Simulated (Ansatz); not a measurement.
The same path of AlH$_{6}$NO$_{3}$ (11 atoms, charge 0, multiplicity 1) was run twice with different band settings. Lost on the way: H5–N6. Made: O2–H5.

The calculation used Ansatz 0.2.0, RKS B3LYP-D4/def2-SVP.

Relaxed end points:

```xyz
11
Properties=species:S:1:pos:R:3
Al 0.124 -0.500 0.008
O 1.213 -0.493 -1.341
O 0.808 -0.605 1.597
O -1.452 -1.183 -0.228
H 0.124 1.926 -0.770
N -0.378 1.458 -0.013
H 1.168 -1.165 -2.026
H 1.680 -0.983 1.742
H -1.773 -1.903 0.320
H -1.384 1.554 -0.167
H -0.131 1.895 0.877
```

```xyz
11
Properties=species:S:1:pos:R:3
Al -0.037 -0.351 0.318
O 1.009 -0.111 -1.366
O 0.946 -1.020 1.553
O -1.239 -1.361 -0.397
H 0.641 0.814 -1.372
N -0.395 1.450 0.190
H 0.539 -0.614 -2.052
H 1.403 -0.535 2.243
H -1.566 -2.156 0.032
H -1.363 1.742 0.071
H 0.062 2.141 0.780
```

Common settings: spring 5.0 eV/Å²; optimiser quadratic models (default); start path through a guess of the saddle point; force threshold 0.05 eV/Å; iteration limit 60; end points relaxed.

| run | movable images | climbing image |
| --- | --- | --- |
| 1 | 5 | yes |
| 2 | 2 | no |

Problem. What does each run give, and how far can it be trusted?

Solution. Run 1: converged after 16 iterations, highest image 0.954 eV above the first end. A vibrational analysis at the climbing image gives one clearly imaginary mode, 698i cm⁻¹: a first-order saddle point.
Run 2: converged after 18 iterations, highest image 0.909 eV above the first end. No image climbed, so the highest image needn't sit at the top of the path. So few images can step over the top or miss a turn of the path.
The orbitals stay closed-shell, which can raise the energy where a bond breaks towards radicals; this wasn't checked here.
